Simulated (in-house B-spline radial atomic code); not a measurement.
**Two electrons outside the [Ne] 3s2 3p6 core: Ni8+**

Computed with an all-electron radial atomic-structure program (B-spline basis): configuration interaction (CI) of the two valence electrons in the field of the frozen Dirac-Fock core, alone and with many-body perturbation theory for the core (screened one- and two-electron correlation potentials), Breit and QED terms; no-pair Dirac Hamiltonian, finite nucleus. Labels give the configuration (outer n counted up each series) and the leading LS term, or the jj pair where no LS term holds 70 %.

Command:
```bash
python run_mb.py task.json out
```
Settings (nuclear radius in fm, box in bohr, cutoff in hartree):
```
basis_form          3
Z                   28
core_configuration  [Ne] 3s2 3p6
rms_radius          3.7757
mass_number         58
speed_of_light      137.036
box_radius          9.0
lmax                6
intervals           62
virtual_cutoff      1568.0
```

Run time, properties included: 87 s on 1 thread of Intel(R) Xeon(R) Platinum 8259CL CPU @ 2.50GHz, on a shared host.

Excitation energies (cm⁻¹):

```
  level  purity of the LS term  CI alone  CI + MBPT + Breit + QED  Landé g of the LS mixture
3d2 3F2                  0.994         0                        0                       0.67
3d2 3F3                    1.0      1915                     1878                       1.08
3d2 3F4                  0.999      4242                     4113                       1.25
3d2 1D2                  0.876         ?                        ?                          ?
3d2 3P0                  0.998     27391                    25313                          -
3d2 3P1                    1.0     28108                    26029                       1.50
3d2 3P2                  0.882         ?                        ?                          ?
3d2 1G4                  0.999     37586                    35929                       1.00
3d2 1S0                  0.998     84265                    85082                          -
```

(1) Where does 3d2 1D2 lie?

(2) Where does 3d2 3P2 lie?

(3) What is the first ionisation energy?

## Answers

(1) 23566 cm⁻¹ in CI alone and 22416 cm⁻¹ with all corrections; g = 1.06.

(2) 29765 cm⁻¹ in CI alone and 27682 cm⁻¹ with all corrections; g = 1.44.

(3) 193.36 eV to the 3d3/2 state of the next ion (189.05 eV from CI alone). NIST lists 193.2 ± 0.5 eV (semi-empirical).
